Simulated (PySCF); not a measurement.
Work out the structure from these simulated measurements.

Formula: CH2ClF3Si.

* 13C NMR: chemical shifts (computed TMS as zero) by class: 117.4 (1 C) ppm [GIAO HF/pcSseg-2]
* XPS: Si2p3/2 108.7, Cl2p3/2 206.7, C1s 297.9, F1s 694.2 (×3), Si1s 1848.6, Cl1s 2829.3 eV [ΔSCF SCAN, pcX-2 on the ionised atom, pcseg-1 elsewhere, spin-free X2C, 2p3/2 from a spin–orbit splitting computed afterwards within the 2p shell]
* UV, strongest line: among the 10 lowest singlet transitions: S7 at 8.60 eV (144 nm, f = 0.042) [TDDFT B3LYP/def2-SVPD]
* Polarisability: 55.6 au [B3LYP/def2-SVPD]
* UV, first state: lowest singlet excitation: 7.24 eV (171 nm, f = 0.007) [TDDFT B3LYP/def2-SVPD]
* Rotational structure: rotational constants A, B, C: 4.126, 1.366, 1.270 GHz [PBE0-D3(BJ)/def2-SVP]

The electronic properties come from PySCF, for the isolated species, density fitting. Levels stand in brackets. Geometry: PBE0-D3(BJ)/def2-SVP; no solvent, vibrations or thermal averaging. NMR values are class means; diastereotopic atoms form classes of their own.

Question: What is the compound? Reason from the data.

Answer: Numbering: `[F:1][C:2]([F:3])([F:4])[SiH2:5][Cl:6]`. Its formula, CH2ClF3Si, gives 0 degrees of unsaturation, so no ring and no π bond. The one carbon: CF3 carbon [C2] (117.4 ppm). The core levels belong to: Si2p3/2 108.7 eV, chlorine-bound silicon [Si5]; Cl2p3/2 206.7 eV, silicon-bound chlorine [Cl6]; C1s 297.9 eV, CF3 carbon [C2]; F1s 694.2 eV, fluorine of a CF3 group [F1/F3/F4]; Si1s 1848.6 eV, chlorine-bound silicon [Si5]; Cl1s 2829.3 eV, silicon-bound chlorine [Cl6]. One atom of each topological class was ionised and stands for its class. S1 is mainly HOMO→LUMO (weight 0.99); the largest Löwdin shares of the orbital it empties are 0.48 on the silicon-bound chlorine, 0.14 on the chlorine-bound silicon, 0.13 on the CF3 carbon and 0.07 on a fluorine of a CF3 group, of the orbital it fills 0.34 on the chlorine-bound silicon, 0.28 on the silicon-bound chlorine and 0.10 on each of 2 atoms of one kind (Si–H hydrogen). The optimised geometry has point group Cs and is an asymmetric top. Structure: `FC(F)(F)[SiH2]Cl`. The assignments are read from this structure; whether some other isomer fits the data as well wasn't checked.

Conformer computed: `[F:1][C:2]([F:3])([F:4])[SiH2:5][Cl:6]`: F1–C2–Si5–Cl6 -60°.
